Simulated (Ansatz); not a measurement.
System: C7H13 (charge 0, doublet). It need not be the lowest isomer of its formula. 
Structure (B3LYP-D3(BJ)/def2-TZVP (Ansatz, an electronic-structure program) minimum search):
SMILES: C(=[CH])CC(C)(C)C
```xyz
20

C     -1.2541    -0.2937     1.2768
C     -0.6605    -0.2996    -0.1367
C     -0.9800     1.0245    -0.8375
C     -1.2708    -1.4585    -0.9344
C      0.8716    -0.5183    -0.0858
C      1.6405     0.5106     0.7145
C      2.4927     1.3637     0.2167
H     -1.0012    -1.2108     1.8145
H     -0.8929     0.5534     1.8616
H     -2.3428    -0.2222     1.2325
H     -2.0598     1.1751    -0.8994
H     -0.5489     1.8706    -0.3012
H     -0.5808     1.0346    -1.8546
H     -2.3540    -1.3447    -1.0152
H     -1.0690    -2.4178    -0.4524
H     -0.8613    -1.4973    -1.9464
H      1.0643    -1.5044     0.3508
H      1.2564    -0.5415    -1.1079
H      1.4530     0.5176     1.7872
H      2.8999     1.6157    -0.7508
```
Charge 0, spin multiplicity 2.

Basis-set convergence of Hartree-Fock and CCSD correlation energies (hartree) with Ansatz. Correlated levels leave the core frozen unless marked. Open shells are spin-unrestricted. No spin-orbit coupling. Non-relativistic.

The UHF reference is spin-contaminated (<S^2> 0.18 over the pure value in the largest basis). 

```
basis    functions       E(HF)  E(corr, CCSD)
-------  ---------  ----------  -------------
cc-pVDZ        163  -272.58595       -1.05259
cc-pVTZ        392           ?              ?
```

**Question.** Fill in the missing entries.

**Answer.** 
- cc-pVTZ, E(HF): -272.65933
- cc-pVTZ, E(corr, CCSD): -1.24660
